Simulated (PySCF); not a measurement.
Compound: C5H13AlF3N.
Geometry (PBE0-D3(BJ)/def2-SVP, Å), atoms numbered from 1 in this order:
```xyz
23
C5H13AlF3N angstrom
C     -1.197    1.381   -0.751
N     -1.199    0.042   -0.151
C     -2.410   -0.151    0.658
C     -1.114   -0.993   -1.188
Al     0.412   -0.145    1.149
C      1.969    0.308   -0.040
C      3.243   -0.323    0.410
F      4.336    0.162   -0.206
F      3.248   -1.649    0.197
F      3.446   -0.141    1.730
H     -2.083    1.525   -1.394
H     -1.200    2.138    0.045
H     -0.292    1.513   -1.358
H     -3.315   -0.081    0.029
H     -2.450    0.616    1.443
H     -2.374   -1.138    1.137
H     -1.988   -0.947   -1.861
H     -0.201   -0.851   -1.780
H     -1.071   -1.982   -0.712
H      0.220   -1.681    1.563
H      0.024    1.004    2.201
H      2.121    1.400   -0.026
H      1.824    0.018   -1.094
```

The closed-shell ground state was solved at several levels (PySCF, density fitting, gas phase, non-relativistic).

| level | basis functions | HOMO (eV) | LUMO (eV) | gap (eV) | dipole (D) |
| --- | --- | --- | --- | --- | --- |
| PBE0/pcSseg-1 | 242 | -7.60 | 0.48 | 8.08 | 7.71 |
| B3LYP/def2-SVPD | 317 | -7.42 | -0.27 | 7.15 | 7.67 |

(1) Estimate the row for KT2/pcSseg-1, a basis of 242 functions; the other rows only guide the guess.

(2) Over all these levels, which gives the widest orbital gap and which the narrowest?

(3) How far do the dipole and the HOMO energy spread over the levels?

Answers

(1) HOMO -6.40 eV, LUMO -0.55 eV, gap 5.85 eV, dipole 7.45 D.

(2) PBE0/pcSseg-1 (global hybrid, 25 % exact exchange) has the widest, 8.08 eV, and KT2/pcSseg-1 (GGA) the narrowest, 5.85 eV. The two share the basis. From the narrowest to the widest the HOMO moves by -1.20 eV and the LUMO by +1.03 eV.

(3) The dipole runs from 7.45 to 7.71 D (mean 7.61 D) and the HOMO from -7.60 to -6.40 eV.

One conformer stands for the species.
